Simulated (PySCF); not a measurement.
Run record for `C=NC1(C)CCC1`: PW91/def2-SVPD, full TDDFT, 3 singlets.

Method: TDDFT PW91/def2-SVPD, vertical, gas phase, core orbitals frozen in the response (PySCF 2.14.0, density-fitted response routines). Geometry: GFN2-xTB. The input is one job of a driver script: a line of settings, then coordinates in Å.

Command:
```bash
OMP_NUM_THREADS=1 python probes_run.py task.json out
```

Input:
```
{"job": {"kind": "uv", "xc": "PW91", "basis": "def2-SVPD", "nstates": 3, "ntriplets": 2, "tda": false}, "charge": 0, "multiplicity": 1}
C      1.905761    -1.265860    -0.892414
N      0.708686    -0.986460    -1.118774
C     -0.101271    -0.281849    -0.170680
C     -0.911987    -1.315344     0.607245
C     -0.985276     0.808546    -0.814034
C     -0.580170     1.771154     0.312048
C      0.529634     0.800873     0.741105
H      2.449371    -1.819697    -1.644970
H      2.459912    -0.998285     0.013738
H     -1.624092    -0.817292     1.259538
H     -0.248901    -1.932959     1.210942
H     -1.450039    -1.956606    -0.087030
H     -0.607722     1.108161    -1.788961
H     -2.043382     0.571611    -0.897410
H     -1.354770     1.884413     1.068119
H     -0.249506     2.758358    -0.003851
H      1.511922     1.115792     0.392343
H      0.583071     0.561764     1.801389
```

Output:
```
coarse grid: 14400 points
cycle   1  E = -289.4725529546  dE =  5.700e-01  |g| = 5.988e-01  |ddm| = 9.373e+00
cycle   2  E = -289.2509541866  dE =  2.216e-01  |g| = 1.084e+00  |ddm| = 5.249e+00
cycle   3  E = -289.5572152140  dE = -3.063e-01  |g| = 2.861e-01  |ddm| = 4.093e+00
cycle   4  E = -289.5760358676  dE = -1.882e-02  |g| = 6.471e-02  |ddm| = 6.235e-01
cycle   5  E = -289.5768046809  dE = -7.688e-04  |g| = 2.759e-02  |ddm| = 3.006e-01
cycle   6  E = -289.5769763928  dE = -1.717e-04  |g| = 6.455e-03  |ddm| = 1.043e-01
cycle   7  E = -289.5769859673  dE = -9.574e-06  |g| = 9.562e-04  |ddm| = 1.787e-02
final grid: 137336 points
cycle   8  E = -289.6375760420  dE = -8.370e-05  |g| = 1.197e-02  |ddm| = 4.233e-01
cycle   9  E = -289.6374978797  dE =  7.816e-05  |g| = 2.085e-02  |ddm| = 8.064e-02
cycle  10  E = -289.6376083606  dE = -1.105e-04  |g| = 5.113e-03  |ddm| = 5.715e-02
cycle  11  E = -289.6376145348  dE = -6.174e-06  |g| = 7.753e-04  |ddm| = 9.830e-03
cycle  12  E = -289.6376146563  dE = -1.215e-07  |g| = 2.685e-04  |ddm| = 3.494e-03
cycle  13  E = -289.6376146735  dE = -1.719e-08  |g| = 3.637e-05  |ddm| = 9.935e-04
cycle  14  E = -289.6376146738  dE = -2.735e-10  |g| = 1.459e-05  |ddm| = 1.351e-04
converged SCF energy = -289.6376146738

Static polarisability (au): isotropic 79.845, principal 71.151 75.703 92.681

Singlet excitations
state   eV       nm        f      main configurations
  1   4.4515    278.5   0.00089   H->L 0.99
  2   5.5162    224.8   0.00389   H->L+1 1.00
  3   5.9615    208.0   0.04121   H-1->L 0.60, H-2->L 0.28

Triplet excitations (Tamm-Dancoff, eV): 3.7326 4.8683
```

The SCF starts on a coarse grid where the log names one; the energy can jump when the final grid takes over, and dE then counts from the start density on the new grid. H and L stand for HOMO and LUMO; the number after each pair is its weight.

Q: Give the mean polarisability as a volume in Å³, and the ratio of the largest to the smallest principal value.

A: 79.845 au × 0.148185 = 11.83 Å³; 92.681/71.151 = 1.30.

Q: Give S1 in cm⁻¹ and kJ/mol.

A: 4.4515 eV × 8065.54 = 35904 cm⁻¹; × 96.485 = 429.5 kJ/mol.

In short: SCF converged in 14 cycles with 228 basis and 786 fitting functions; HOMO -5.58 eV, LUMO -1.43 eV; lowest singlet 4.45 eV; lowest triplet 3.73 eV (Tamm–Dancoff); mean polarisability 79.8 au.

Hardware: one thread of an AMD EPYC 7R43, on a shared host. Cost: 55 s wall (grids of density and orbitals included), 0.78 GiB resident at most.

The values belong to the conformer `[CH2:1]=[N:2][C:3]1([CH3:4])[CH2:5][CH2:6][CH2:7]1`: C1–N2–C3–C4 -97°.
